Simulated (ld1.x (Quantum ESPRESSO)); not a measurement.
# aluminium (Al): one change to a PAW potential, before and after

ld1.x (Quantum ESPRESSO) 7.5 input, shortened:

```
&input
   title='Al', zed=13., rel=1, dft='PZ', iswitch=3,
   config='[Ne] 3s1 3p0 3d-2'
 /
 &inputp
   pseudotype=3, lpaw=.true., tm=.true., lloc=-1, rcloc=1.45,
   nlcc=.false.,
   which_augfun='PSQ', rmatch_augfun=1.35
 /
6
3S  1  0   1.00   0.00  1.90  2.00  0.0
3S  1  0   0.00   0.25  1.90  2.00  0.0
3P  2  1   0.00   0.00  1.50  2.10  0.0
3P  2  1   0.00  -0.25  1.50  2.10  0.0
3D  3  2  -2.00  -0.10  1.40  1.90  0.0
3D  3  2  -2.00   0.35  1.40  1.90  0.0
 &test
   configts(1)='3s1 3p0'
 /
```

All-electron outer shells of the reference configuration (LDA (PZ), scalar-relativistic, ld1.x):

| shell | level (eV) | outermost node (bohr) | outermost maximum (bohr) |
| --- | --- | --- | --- |
| 3s | -23.94 | 0.79 | 1.91 |
| 3p | -17.39 | 0.80 | 2.19 |

Change: waves 3s (bound): rcut 1.66, rcutus 1.76 bohr; 3s channel at 0.25 Ry: rcut 1.66, rcutus 1.76 bohr.

Cutoffs: the cutoffs (Ry, on a coarse ladder) from which the occupation-weighted sum of valence levels, in a spherical-Bessel basis at the reference potential, stays within 10 and 1 mRy of its value at 400 Ry; they do not see the model core or the augmentation charge, which bear on the density cutoff. Errors are all-electron minus pseudo energies relative to the spin-unpolarised reference configuration.

Task: Predict the effect on cutoff, ghosts and configuration errors.

Result: Both files are very soft, the changed one slightly harder (loose and tight cutoff 6 and 10 Ry → 8 and 12 Ry on this coarse ladder); of the 9 tests that both files solve, the error grows in 0 and shrinks in 8 by more than 15 % and 0.3 meV (median size 13.9 → 9.4 meV); neither file shows a bound ghost. Less of the atom is replaced, so other configurations are described better.

| quantity | base | changed |
| --- | --- | --- |
| cutoff, loose | 6 Ry | 8 Ry |
| cutoff, tight | 10 Ry | 12 Ry |
| bound ghosts | none | none |
| error for 3s2 3p1, meV [ΔE -25.22 eV] | -20 | -14 |
| error for 3s2 3p0, meV [ΔE -19.38 eV] | -14 | -9.4 |
| error for 3s2 3p0.5, meV [ΔE -23.10 eV] | -18 | -13 |
| error for 3s1 3p2, meV [ΔE -20.07 eV] | -11 | -9.0 |
| error for 3s1 3p1, meV [ΔE -13.56 eV] | -6.3 | -4.9 |
| error for 3s0 3p3, meV [ΔE -14.72 eV] | -4.9 | -4.9 |
| error for 3s2 3p1.3, meV [ΔE -25.82 eV] | -20 | -14 |
| error for 3s1 3p0 (spin-polarised), meV [ΔE -0.43 eV] | -1.8 | -0.9 |
| error for 3s2 3p1 (spin-polarised), meV [ΔE -25.36 eV] | -20 | -14 |
| s: phases at 2.29 bohr within 0.05 rad from the reference energy up to (Ry; the scan ends near 5) | 3.3 | 2.6 |
| p: phases at 2.29 bohr within 0.05 rad from the reference energy up to (Ry; the scan ends near 5) | 3.5 | 3.5 |
| d: phases at 2.29 bohr within 0.05 rad from the reference energy up to (Ry; the scan ends near 5) | 4.2 | 4.2 |
| lowest overlap eigenvalue by channel | s 0.42, p 0.73, d 0.96 | s 0.48, p 0.73, d 0.96 |
